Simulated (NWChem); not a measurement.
System: SiH4O; SMILES O[SiH3]

```xyz
6

Si    -0.0200    -0.4951     0.0000
O     -0.0758     1.1698     0.0000
H      0.6823    -1.0322     1.2089
H     -1.4331    -0.9594     0.0000
H      0.6823    -1.0322    -1.2089
H      0.7664     1.6327     0.0000
```
Atoms are numbered in this order, from 1.

Computed with NWChem. Geometry optimised at PBE0/def2-SVP; all other runs use it. 

```csv
quantity,level,value
"isotropic polarisability (bohr³), static",Hartree-Fock/def2-SVPD,___
highest occupied level (eV),revPBE/def2-SVP,___
−ε(HOMO) (eV),B3LYP/def2-SVP,8.27
"first 1s excitation (eV), O K edge, unshifted","B3LYP/cc-pVTZ, TDA",519.0
solvation free energy (kcal/mol) in water,"B3LYP/def2-SVP, SMD",-2.9
dipole (D),PBE0/def2-SVP,___
highest harmonic frequency (cm⁻¹),PBE0/def2-SVP,3939
```

Q: Some entries are withheld; supply them.

A: 
- isotropic polarisability (bohr³), static, value: 30.6
- highest occupied level (eV), value: -6.91
- dipole (D), value: 1.40
